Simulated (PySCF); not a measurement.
**Diatomics with 64 electrons**

PBE0 in PySCF with def2-SVPD on every atom (core potentials on In, Sn, Sb), for the lowest determinant that a PBE0 search found; no spin–orbit coupling. All have 64 electrons, 8 of them in the valence shells, and the same state, a triplet (π ↑↑). For ions De leads to the atom and ion picked by measured ionisation energies and electron affinities.

```
species  difference of nuclear charges  Re (Å)  ωe (cm⁻¹)  k (mdyn/Å)  De (eV)  dissociates to
    InP                             34   2.666        258       0.958     1.99          In + P
   SiSn                             36   2.521        354        1.68     2.77         Si + Sn
   AlSb                             38   2.753        259       0.875     1.88         Al + Sb
   InS⁺                             33   3.144        127       0.239     0.53         In⁺ + S
   SnP⁺                             35   2.532        332        1.60     2.28         Sn⁺ + P
```

These are scalar-relativistic numbers at best; spin–orbit coupling would shift them, the dissociation energy most. For an ion De counts to the pair picked by the measured ionisation energies or electron affinities, which need not be the lowest pair at this level. States were picked by a PBE0 search and need not be the measured ground states.
